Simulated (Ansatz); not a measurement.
Geometry optimisation, UKS PBE-D4/def2-SVP (Ansatz 0.2.0).

Input:

```yaml
crystal:
  periodic: [false, false, false]
  atoms:
    - { symbol: B, position_ang: [-0.4043, 1.4399, 0.0577] }
    - { symbol: Si, position_ang: [0.2644, -0.3121, 0.1973] }
    - { symbol: O, position_ang: [-0.2921, -1.0101, 1.6586] }
    - { symbol: S, position_ang: [-0.3461, -1.4883, -1.4545] }
    - { symbol: H, position_ang: [-1.1517, 1.757, -0.8803] }
    - { symbol: H, position_ang: [-0.1898, 2.3131, 0.8602] }
    - { symbol: H, position_ang: [1.764, -0.2455, 0.1836] }
    - { symbol: H, position_ang: [0.2442, -1.868, 1.7065] }
    - { symbol: H, position_ang: [0.1997, -0.6323, -2.3462] }
magnetization:
  spin_polarized: true
basis:
  gaussian: { orbitals: def2-SVP }
hamiltonian:
  xc: pbe
  dispersion: d4
relax:
  f_tol: 0.02
  max_steps: 50
```

Run as:

```bash
$ ansatz run input.yaml --threads 2 --pin off --max-ram 3072MiB --backend cpu --events-out ev --progress --plain --runs-dir out
```

Where does it end, and by what steps?

The forces met the threshold. After 19 steps the energy has fallen by 1.009 eV; H6 moved furthest, 1.67 Å. Joined: B1–S4.

```tsv
step	energy less start (eV)	largest force component (eV/Å)	accepted
0	0.0000	2.282	yes
1	-0.2401	1.067	yes
2	-0.3103	0.601	yes
3	-0.3623	0.365	yes
4	-0.3928	0.232	yes
5	-0.3969	0.537	yes
6	-0.4387	0.180	yes
7	-0.4624	0.429	yes
8	-0.4790	0.626	yes
9	-0.5097	0.741	yes
10	-0.5684	0.446	yes
11	-0.6373	0.367	yes
12	-0.7294	0.315	yes
13	-0.8436	0.546	yes
14	-0.9619	0.496	yes
15	-0.9990	0.322	yes
16	-1.0020	0.154	yes
17	-1.0081	0.080	yes
18	-1.0078	0.094	no
19	-1.0089	0.019	yes
```

```xyz
9
Properties=species:S:1:pos:R:3
B -0.568 1.221 -0.244
Si 0.594 -0.157 0.495
O 0.240 -1.023 1.882
S -0.987 -0.524 -1.228
H -0.124 2.081 -0.979
H -1.547 1.440 0.446
H 1.856 -0.708 -0.126
H 0.653 -1.903 1.937
H -0.029 -0.473 -2.201
```

Whether the end is a true minimum wasn't checked by a vibrational analysis.

The run took 47 s on 2 threads of Intel(R) Xeon(R) Platinum 8259CL CPU @ 2.50GHz (Skylake/Cascade Lake), on a shared host, peak memory 0.19 GiB.
